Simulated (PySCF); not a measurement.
ClTl, charge +1, doublet, at the geometry of the source list (a state made from the parent by changing its charge; the spin is typed, not shown lowest) (core potentials on Tl). Base run: PySCF with BLYP/def2-SVP.

Here is a job for PySCF.
```python
from pyscf import gto, scf, dft

mol = gto.Mole()
mol.atom = '''
    Tl   -0.793900   -0.701100   -0.745600
    Cl    0.793900    0.701100    0.745600
'''
mol.basis = 'def2-svp'
mol.ecp = {'Tl': 'def2-svp'}
mol.charge = 1
mol.spin = 1
mol.verbose = 4
mol.build()

mf = dft.UKS(mol)
mf.xc = 'blyp'
mf.kernel()
```

The base run was repeated with changes; each row names its change, and settings that it needs were set with it.

```
change                                       ΔE vs base (mEh)  SCF cycles  <S^2>        outcome
-------------------------------------------  ----------------  ----------  -----  -------------
base                                                    0.000          14  0.752      converged
DIIS = EDIIS                                                -          50      -  not converged
diis_space = 4                                          0.000          15  0.752      converged
level_shift = 0.3 (with mf.max_cycle = 100)                 -          13      -  not converged
conv_tol = 1e-11                                        0.000          15  0.752      converged
level_shift = 0.1 (with mf.max_cycle = 100)             0.000          13  0.752      converged
diis = off (with mf.max_cycle = 100)                        -         100      -  not converged
solver = newton; init_guess = 1e                        0.000           -  0.752      converged
damp = 0.5; diis_start_cycle = 5                        0.000          17  0.752      converged
conv_tol = 1e-4                                         0.004          10  0.752      converged
init_guess = atom                                       0.000          12  0.752      converged
conv_tol_grad = 1e-7                                    0.000          18  0.752      converged
conv_tol = 1e-7                                         0.000          12  0.752      converged
```

Open shells are given as the SCF converged; they aren't shown to be the lowest states, and a large step between rows can be another state.
